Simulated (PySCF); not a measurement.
## Nuclear quadrupole coupling in `C/C=C\[Si@H](S)NC`

Compound: C4H11NSSi.
Z-matrix (Å and degrees, GFN2-xTB geometry), rows numbered from 1:
```
C 
C   1  1.4892
C   2  1.3278  1  126.11
Si  3  1.8818  2  127.06  1     1.76
S   4  2.1598  3  103.39  2  -167.13
N   4  1.7213  3  118.55  2    77.62
C   6  1.4441  4  123.30  3   -66.12
H   1  1.0902  2  109.98  3  -120.93
H   1  1.0900  2  109.84  3   121.14
H   1  1.0854  2  111.54  3     0.16
H   2  1.0852  1  114.14  3  -179.75
H   3  1.0846  2  117.40  1  -179.35
H   4  1.4634  3  114.96  2   -49.65
H   5  1.3213  4   96.16  3  -179.94
H   6  1.0103  4  117.52  3    80.93
H   7  1.0877  6  108.82  4   -40.36
H   7  1.0906  6  109.92  4  -159.11
H   7  1.0952  6  112.60  4    79.59
```

Field gradients from the PBE0/pcSseg-1 density (PySCF, non-relativistic), principal values in atomic units, ordered |Vxx| ≤ |Vyy| ≤ |Vzz|:

| atom | Vxx | Vyy | Vzz |
| --- | --- | --- | --- |
| S5 | 0.1385 | 1.8586 | -1.9971 |
| N6 | 0.3363 | 0.7007 | -1.0371 |

Find the asymmetry η = (Vxx − Vyy)/Vzz and the couplings χ = eQV/h (234.96 MHz × Q in barn × V in au), with Q(33S) = −0.0678 b, Q(14N) = 0.02044 b.

| atom | environment | nucleus | η | χzz (MHz) | χxx (MHz) | χyy (MHz) |
| --- | --- | --- | --- | --- | --- | --- |
| S5 | sulfur bonded to Si and H | 33S | 0.86 | 31.82 | -2.21 | -29.61 |
| N6 | silicon-bound nitrogen | 14N | 0.35 | -4.981 | 1.615 | 3.365 |

The tensor is traceless: Vxx + Vyy + Vzz = 0.

What is Vzz at S5 in SI units (1 au = 9.71736 × 10²¹ V/m²)?

-1.9971 au = -19.407 × 10²¹ V/m².

And the gradient at the other heavy atoms, for which no coupling is worked out here?

```csv
atom,environment,Vzz (au),η
C1,allylic carbon,0.038,0.54
C2,alkene CH carbon,0.380,0.44
C3,alkene CH carbon,0.288,0.38
Si4,SiH silicon,0.537,0.49
C7,N-methyl carbon,0.233,0.04
```

Were the hydrogens deuterons (Q(2H) = 0.00286 b), χzz would run from 109 kHz (H13) to 279 kHz (H15).

One conformer (not necessarily the lowest) at the GFN2-xTB geometry, without solvent, vibrations or thermal averaging. GFN2-xTB bond lengths can be off by several hundredths of an ångström, more for odd bonds, and the gradients follow them. With a basis this small, the couplings can be 20 % off.

The run behind these numbers computed NMR shieldings as well. On one thread of an Arm Neoverse V2 (shared host), this took 23 s wall and 0.85 GiB of memory at its peak.
